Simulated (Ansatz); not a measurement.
Reaction (redistribution): `O[SiH2][SiH2][SiH3]` + `CCOBO` → `OBO[SiH2][SiH3]` + `CC[SiH2]O`

Gas-phase electronic energies from Ansatz, PBE0-D4/def2-TZVP geometries. CCSD(T)/CBS adds triple-zeta CCSD(T) − MP2 to the extrapolated MP2 energy (def2 sets, frozen cores). DFT in def2-TZVPP. One conformer a species, not always the lowest.

```
    level  ΔE (kJ/mol)
r2SCAN-D4       -148.1
   r2SCAN       -147.8
```

Problem. What does CCSD(T)/CBS give? (Best estimate.)

Solution. Ansatz gave: -157.2 kJ/mol. The listed levels differ from it by 9.1, 9.4 kJ/mol.

Largest T1 diagnostic among the species: 0.013.

From PBE to PBE0 (25 % exact exchange), in def2-TZVPP and without D4, ΔE moves by −9.3 kJ/mol.

CCSD(T)/CBS has its own doubt, a few kJ/mol and more with outer-core shells, so smaller differences from it don't rank the levels.
